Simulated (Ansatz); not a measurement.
One change: `CSC1O[SiH2]1` becomes `COC1O[SiH2]1`.

Ansatz, PBE0-D4/def2-TZVP geometries, multiplicity 1. Each molecule was computed in one conformer, which needn't be the lowest.

```tsv
property	`CSC1O[SiH2]1`
HOMO–LUMO gap (B3LYP/def2-TZVPP) / eV	5.49
LUMO energy (B3LYP/def2-TZVPP) / eV	-0.91
HOMO–LUMO gap (PBE0/def2-TZVPP) / eV	5.95
LUMO energy (PBE/def2-TZVPP) / eV	-1.52
size of the dipole moment (ωB97M-V/def2-TZVPP) / D	1.03
HOMO energy (PBE0/def2-TZVPP) / eV	-6.63
```

Question: Give the same properties after the change, and the shifts. (Estimate.)

Answer: The calculation gave: 
```tsv
property	`COC1O[SiH2]1`	shift
HOMO–LUMO gap (B3LYP/def2-TZVPP) / eV	6.40	0.91
LUMO energy (B3LYP/def2-TZVPP) / eV	-0.79	0.12
HOMO–LUMO gap (PBE0/def2-TZVPP) / eV	6.86	0.91
LUMO energy (PBE/def2-TZVPP) / eV	-1.40	0.12
size of the dipole moment (ωB97M-V/def2-TZVPP) / D	0.90	-0.13
HOMO energy (PBE0/def2-TZVPP) / eV	-7.41	-0.78
```

With PBE0 the HOMO falls by 0.78 eV and the LUMO rises by 0.13 eV, so the gap widens by about 0.91 eV. PBE moves the HOMO by -0.70 eV and ωB97M-V by -0.81 eV. Dipoles are sizes alone; their direction can turn.

Positive LUMOs are unbound, so they and the gaps depend on the basis.

B3LYP here is the variant with VWN-RPA as its local correlation; programs differ in this.
